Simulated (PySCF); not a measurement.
Molecule: SMILES BNBF, B₂FH₄N.

Numbering as in the mapped SMILES `[BH2:1][NH:2][BH:3][F:4]`; H(Xn) means a hydrogen on atom n.

Spin–spin couplings on one PBE0-D3(BJ)/def2-SVP geometry, PySCF, gas phase, non-relativistic, equivalent pairs averaged; isotopes 11B, 1H, 15N, 19F; functional B3LYP.

Problem. How do the couplings (Hz) change with the basis set? Times are CPU seconds on shared hosts with different chips, so compare them loosely. Far from the basis limit: 6-31G*, pcJ-0, def2-TZVP, cc-pVTZ.

Solution. 
| basis set | functions | 1J(B3,H(B3)) | 1J(B1,H(B1)) | 1J(N2,H(N2)) | 1J(B3,F4) | 1J(N2,B3) | 1J(B1,N2) | 2J(F4,H(B3)) | core-s |
| --- | --- | --- | --- | --- | --- | --- | --- | --- | --- |
| 6-31G* | 64 | 192.1 | 155.7 | -72.7 | -55.5 | -28.0 | -25.8 | 64.5 | 4.5 |
| pcJ-0 | 64 | 167.1 | 131.8 | -61.7 | -232.3 | -17.9 | -15.9 | 63.9 | 4.2 |
| pcJ-1 | 148 | 185.0 | 145.9 | -76.1 | -148.7 | -26.4 | -23.1 | 84.7 | 10 |
| def2-TZVP | 148 | 179.2 | 140.5 | -69.4 | -152.9 | -27.7 | -24.2 | 78.0 | 12 |
| cc-pVTZ | 176 | 173.4 | 138.0 | -66.1 | -162.2 | -27.7 | -24.8 | 69.6 | 16 |
| aug-cc-pVTZ-J | 264 | 188.0 | 147.7 | -76.4 | -139.9 | -27.1 | -23.6 | 88.8 | 26 |
| pcJ-2 | 300 | 185.7 | 146.1 | -75.7 | -140.1 | -26.6 | -23.2 | 87.6 | 32 |

The Fermi-contact term samples the wavefunction at the nucleus, which is why sets with added tight s functions (names with J) are made for couplings.
